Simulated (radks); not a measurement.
Valence configurations of Ir+ (all share [Xe]). Calculated with a radial shooting solver on a logarithmic mesh with Libxc functionals: scalar-relativistic Kohn-Sham, r2SCAN, spin-polarised, spherical densities, finite nucleus; open shells are filled with parallel spins first (spin-orbit coupling, left out, can overturn this in heavy ions); meta-GGA in the generalised Kohn-Sham scheme; Fermi nuclear charge, rms radius 5.4032 fm. Energies are relative to 4f14 5d7 6s1; eigenvalues in eV for spin up.

| valence | E (eV) | moment (Bohr magnetons) | e(4f) | e(5d) | e(6p) | e(6s) |
|---|---|---|---|---|---|---|
| 4f14 5d7 6s1 | 0.000 | 4 | -71.253 | -16.664 | - | -14.698 |
| 4f14 5d6 6s2 | 1.878 | 4 | -74.761 | -19.246 | - | -15.546 |
| 4f14 5d6 6s1 6p1 | 6.628 | 6 | -76.194 | -20.712 | -9.401 | -17.248 |
| 4f14 5d5 6s1 6p2 | 13.996 | 8 | -81.197 | -24.726 | -10.958 | -19.443 |
| 4f13.5 5d7 6s1.5 | 30.933 | 4 | -78.764 | -18.524 | - | -15.174 |
| 4f13.5 5d5 6s1.5 6p2 | 48.834 | 8 | -89.172 | -26.936 | -11.346 | -20.137 |
| 4f13 5d7 6s2 | 64.585 | 4 | -86.477 | -20.472 | - | -15.617 |
| 4f13 5d7 6s1 6p1 | 69.892 | 6 | -87.933 | -21.984 | -9.484 | -17.431 |
| 4f13 5d6 6s1 6p2 | 79.580 | 8 | -93.148 | -26.172 | -11.117 | -19.747 |
| 4f13 5d5 6s1 6p3 | 90.338 | 10 | -98.404 | -30.317 | -12.549 | -21.856 |

NIST lists [Xe] 4f14 5d7 6s1 as the ground configuration; this level of theory agrees among the configurations tried. The energies are those of spherical high-spin densities, not of single terms.
